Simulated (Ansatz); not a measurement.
Stepwise reaction of `[F][InH][F]` with water, as a gas-phase model of exchange steps in deposition or etching. ΔE in kJ/mol.

Isolated molecules relaxed with PBE0-D4/def2-TZVP in Ansatz; ΔE leaves out vibrations. CBS: MP2 limit from def2 TZ/QZ plus the TZ coupled-cluster correction, frozen cores. This one scheme is used for every species. DFT in def2-TZVPP. B3LYP here is the variant with VWN-RPA as its local correlation; programs differ in this. def2 core potentials past Kr. For In outer-core shells are correlated without core-valence functions, which leaves a few kJ/mol of doubt a bond. One conformer a species, not always the lowest.

```tsv
step	reaction	PBE-D4	B3LYP-D4	ωB97M-V	CCSD(T)/CBS
1	`[F][InH][F]` + H₂O → `[OH][InH][F]` + H–F	33.9	36.4	36.3	29.8
2	`[OH][InH][F]` + H₂O → `[OH][InH][OH]` + H–F	30.9	33.3	32.5	27.3
```

(1) By hand: ΔE of the 2 steps together at CCSD(T)/CBS.

## Answers

(1) (29.8) + (27.3) = 57.1 kJ/mol, or 28.6 kJ/mol a step.

In ΔE the steps differ by no more than 2.5 kJ/mol. All are uphill at CCSD(T)/CBS. PBE-D4 differs from CCSD(T)/CBS by 3.6 to 4.1 kJ/mol a step. Isolated molecules leave out the surface, adducts and barriers. Largest T1 diagnostic: 0.017.
